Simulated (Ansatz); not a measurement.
Input and output for `F[C](F)(F)[Ge]([F])([F])[F]`.

```yaml
crystal:
  periodic: [false, false, false]
  atoms:
    - {symbol: F, position_ang: [0.801611, -1.034563, 1.473689]}
    - {symbol: C, position_ang: [0.793369, -0.689494, 0.187952]}
    - {symbol: F, position_ang: [0.642848, -1.792255, -0.542498]}
    - {symbol: F, position_ang: [1.971700, -0.145834, -0.109141]}
    - {symbol: Ge, position_ang: [-0.688884, 0.604145, -0.181569]}
    - {symbol: F, position_ang: [-0.511777, 2.020685, 0.746105]}
    - {symbol: F, position_ang: [-0.712569, 1.056632, -1.822678]}
    - {symbol: F, position_ang: [-2.203999, -0.076415, 0.192339]}
basis:
  gaussian: {orbitals: STO-3G}
hamiltonian: {xc: {name: B97M-V}}
scf: {lower_state_search: off}
output: {forces: true}
```

```sh
$ ansatz run in.yaml --threads 4 --pin off --events-out ev --progress --plain --max-ram 11315MiB
```

Shortened log:

```
Functional definition: B97M-V
711 factors; integrals over basis functions are off by at most 3.6e-5 eV
mean field evaluation 1: about -72944.3819 eV, gradient 4.7e1 eV
mean field evaluation 2: about -72938.1643 eV, gradient 6.6e1 eV
mean field evaluation 4: about -72951.5506 eV, gradient 2.5e0 eV
mean field evaluation 8: about -72951.5074 eV, gradient 2.4e-2 eV
mean field evaluation 16: about -72951.5074 eV, gradient 1.5e-6 eV
mean field -72951.50744336 eV, -2680.9184502357 hartree, gradient 1.5e-6 eV, S^2 0.000000; 0 other end points of the search recorded, 0 dependent functions left out
reference -72951.50746124 eV, -2680.9184508928 hartree; 46, 46 occupied and 7, 7 virtual orbitals, 711 factors
Total energy: -72951.50746124 eV, -2680.9184508928 hartree
Atom 0 at     0.801611    -1.034563     1.473689 Å, force     0.167774    -1.233837     4.173045 eV/Å
Atom 1 at     0.793369    -0.689494     0.187952 Å, force    -3.106606     2.711060    -0.774889 eV/Å
Atom 2 at     0.642848    -1.792255    -0.542498 Å, force    -0.342910    -3.672104    -2.315270 eV/Å
Atom 3 at     1.971700    -0.145834    -0.109141 Å, force     3.933088     1.626052    -0.920785 eV/Å
Atom 4 at    -0.688884     0.604145    -0.181569 Å, force    -0.648253     0.566792    -0.160828 eV/Å
Atom 5 at    -0.511777     2.020685     0.746105 Å, force    -0.263828    -0.424198    -0.433897 eV/Å
Atom 6 at    -0.712569     1.056632    -1.822678 Å, force    -0.180470    -0.022969     0.636253 eV/Å
Atom 7 at    -2.203999    -0.076415     0.192339 Å, force     0.441205     0.449203    -0.203628 eV/Å
Dipole moment:     0.012353    -0.010792     0.003100 e Å
Checks for a lower state left out: stability, starts, cluster_reference, orbital_swaps, neighbouring_geometries, increment
```

Run time 3 s (4 threads of an Arm Neoverse V1 on a shared host); peak host memory 0.48 GiB.
